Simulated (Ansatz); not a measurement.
`[OH][Al]([OH])[F]` + `O[SiH3]` → `[OH][Al]([F])[O][SiH3]` + H₂O  (ligand exchange at the Al–O bond)

Isolated molecules relaxed with PBE0-D4/def2-TZVP in Ansatz; ΔE leaves out vibrations. CCSD(T)/CBS is the MP2 limit (def2-TZVPP, def2-QZVPP) plus CCSD(T) − MP2 in def2-TZVPP, frozen cores. This one scheme is used for every species. DFT in def2-TZVPP. Each species was taken in one conformer, which may not be the lowest.

`[OH][Al]([OH])[F]`:

Cartesian coordinates in Å:
```
O -0.368 -1.563 -0.004
Al -0.089 0.092 -0.091
O 1.166 0.742 0.817
F -1.025 1.055 -1.044
H -1.064 -1.998 -0.492
H 1.381 1.672 0.814
```

`O[SiH3]`:

Z-matrix (Å, degrees):
```
Si
O 1 1.648
H 1 1.489 2 111.7
H 1 1.489 2 111.7 3 120.9
H 1 1.481 2 105.9 3 -119.6
H 2 0.957 1 117.9 3 -60.5
```

`[OH][Al]([F])[O][SiH3]`:

Z-matrix (Å, degrees):
```
Si
O 1 1.627
H 1 1.486 2 110.0
H 1 1.486 2 109.4 3 119.7
H 1 1.486 2 110.3 3 -120.5
Al 2 1.669 1 167.2 3 71.7
F 6 1.638 2 119.8 1 -1.3
O 6 1.679 2 123.0 1 178.7
H 8 0.955 6 123.0 2 -0.0
```

H₂O:

Z-matrix (Å, degrees):
```
O
H 1 0.960
H 1 0.960 2 105.1
```

| level | ΔE (eV) |
| --- | --- |
| LDA (SPW92) | -0.16 |
| BLYP-D4 | -0.21 |
| PBE-QIDH | -0.24 |
| CAM-B3LYP | -0.21 |

What does CCSD(T)/CBS give? (An estimate is asked.)

Ansatz gave: -0.27 eV. The listed levels differ from it by 0.11, 0.06, 0.03, 0.06 eV.

Largest T1 diagnostic among the species: 0.012.

In def2-TZVPP, CCSD(T) changes the Hartree–Fock value by +0.04 eV (the triples alone add +0.01 eV) and MP2 by +0.05 eV. From BLYP to BHLYP (50 % exact exchange), in def2-TZVPP and without D4, ΔE moves by −0.08 eV. Leaving LDA and LC-ωPBE aside and taking each functional with its dispersion term where it has one, the values, not all of them listed here, spread over 0.11 eV, from BHLYP-D4 to PBE-D4.
